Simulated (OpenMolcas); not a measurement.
What dynamic correlation does to the levels of Br⁺

| Property | Result |
| --- | --- |
| Program | OpenMolcas |
| Basis | ANO-RCC-VTZP [6s5p3d1f] |
| Scalar Hamiltonian | DKH2, point nucleus |
| Active space | 6 electrons in 9 orbitals (RAS2 4s 4p; RAS3 4d, at most 2 electrons) |
| State averaging | 2S+1 = 3 even, 3 roots; 2S+1 = 1 even, 6 roots |
| Spin-orbit coupling | RASSI with atomic mean-field integrals over the reference wave functions, term energies averaged over their components |

Methods on the same reference wave functions:
A. RASSCF
B. SS-RASPT2, IPEA 0.25 Eh, imaginary shift 0.1 Eh (closed shells correlated: 3d)

Energies in cm⁻¹ above 4s² 4p⁴ ³P₂, the measured ground level; measured values from NIST Handbook of Basic Atomic Spectroscopic Data.

| Level | A | B | Measured |
| --- | --- | --- | --- |
| 4s² 4p⁴ ³P₂ | 0.0 | 0.0 | 0.0 |
| 4s² 4p⁴ ³P₁ | 2801 | 2830 | 3136 |
| 4s² 4p⁴ ³P₀ | 3570 | 3580 | 3837 |
| 4s² 4p⁴ ¹D₂ | 13709 | 12480 | 12089 |
| 4s² 4p⁴ ¹S₀ | 29061 | 28370 | 27867 |

Deviations, from unrounded energies. A percentage is the sum of absolute deviations over the sum of measured energies, with the sign that they share, or ± where signs differ.

```csv
Against measurement,Levels,A,B
mean absolute deviation (cm-1),4,850,370
fine structure of the ground term (%),2,-8.6,-8.1
other terms of the ground configuration (%),2,+7.0,+2.2
```

B lies closest to measurement on these levels. The largest miss of B in the table is 4s² 4p⁴ ¹S₀, by +500 cm-1. The ranking rests on the paired levels alone, and a cruder setting can come out closer through cancelling errors.

From A to B the spin-free energies of the other terms of 4s² 4p⁴ shown, above ³P, scale by factors of 0.89 to 0.97.

The lowest spin-free term lies below A's lowest term by 0.095 hartree in B.

CASPT2 breaks the degeneracy within a term, and the mean is taken; among the terms shown or strongly mixed into the levels shown the widest spread is 32 cm-1 (4s² 4p⁴ ¹D, B). Active for correlation alone: 4d; no level in the range computed is led by a configuration that fills it, so any true level of that kind is missing. No level of 4s 4p⁵ was computed, though it lies in the active space. Without dynamic correlation excited terms often stand tens of per cent too high (terms of higher spin than the ground term too low), and those without a measured partner can miss by more than the paired ones (holds for A). Computed and measured levels are paired by configuration, term and J; levels that our copy of the source lacks, or whose pairing is in doubt (as where it misses far off the trend of its configuration), stay unpaired and out of the deviations. Levels of configurations outside the active space are missing.
